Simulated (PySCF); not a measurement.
CH7AlOSi, SMILES [SiH3][Al]([OH])[CH3].

Geometry optimised at r2SCAN-D4/def2-SVP. The values are those of a single conformer.

Two levels are set side by side: TDA-PBE/def2-SVPD (PySCF) and TDA-ωB97X/def2-SVPD (PySCF). Vertical, same geometry. The lowest singlet is HOMO→LUMO 97 % with PBE and HOMO→LUMO 96 % with the other functional; states are paired by order. Differences are taken from unrounded values.

```tsv
quantity	TDA-ωB97X
lowest singlet excitation (eV)	5.27
lowest triplet excitation (TDA) (eV)	4.54
first bright state (f over 0.05) (eV)	6.38
its oscillator strength	0.08
```

Q: What does TDA-PBE give, and how far is it from TDA-ωB97X? (The exact figures need the calculation; the answer reports its results.)

A: 
```csv
quantity,TDA-PBE,TDA-PBE minus TDA-ωB97X
lowest singlet excitation (eV),4.67,-0.60
lowest triplet excitation (TDA) (eV),4.01,-0.52
first bright state (f over 0.05) (eV),5.36,-1.02
its oscillator strength,0.07,0.00
```

Functionals without exact exchange tend to place singlet excitations lower, as here. Differences between two approximate levels are no errors against the true value.

Rough cost on one machine, each run with all the roots and properties that it gave: TDA-ωB97X against TDA-PBE about 4 times.
